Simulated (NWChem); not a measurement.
System: BH2Cl; SMILES BCl

Input file for NWChem:

```
start job
memory heap 200 mb stack 900 mb global 1100 mb
geometry units angstroms noautoz
  B      0.000000     0.000000     1.154212
  H      0.000000    -1.060130     1.722791
  H      0.000000     1.060130     1.722791
  Cl     0.000000     0.000000    -0.584069
end
basis spherical
  * library def2-svpd
end
dft
  xc pbe0
  iterations 150
end
tddft
  cis
  nroots 6
  notriplet
end
task tddft energy
```

All runs use the structure optimised with PBE0/def2-SVP.

Vertical excitations in the gas phase.

Q: Give the results of this calculation. (PBE0/def2-SVPD, TDA.) Quantities: lowest excitation, singlet (eV); oscillator strength of that lowest state; lowest state with f > 0.02, singlet (eV); orbital gap (eV).

A: 
* **lowest excitation, singlet (eV)**: 4.97
* **oscillator strength of that lowest state**: 0.000
* **lowest state with f > 0.02, singlet (eV)**: 7.55
* **orbital gap (eV)**: 6.80
